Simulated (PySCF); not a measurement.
Calculation: B3LYP-D3(BJ)/def2-TZVP // PBE0-D4/def2-TZVP in PySCF 2.14.0. Gas-phase values, no solvent. One relaxed conformer stands for a flexible species; it need not be the lowest. B3LYP has the VWN-RPA correlation part, as in Gaussian. 

Reference species (SMILES): `[CH2]C=C` (H–C–C–C torsion 0°) (neutral, multiplicity 2).

| Quantity | Value |
|---|---|
| highest occupied spin orbital | -5.58 eV |

Changed species: `C=[C]C` (H atom removed from C2; the reference has H atom removed from C3).

Q: What does the change do to the highest occupied spin orbital?

A: the highest occupied spin orbital falls by 0.38 eV, to -5.96 eV.
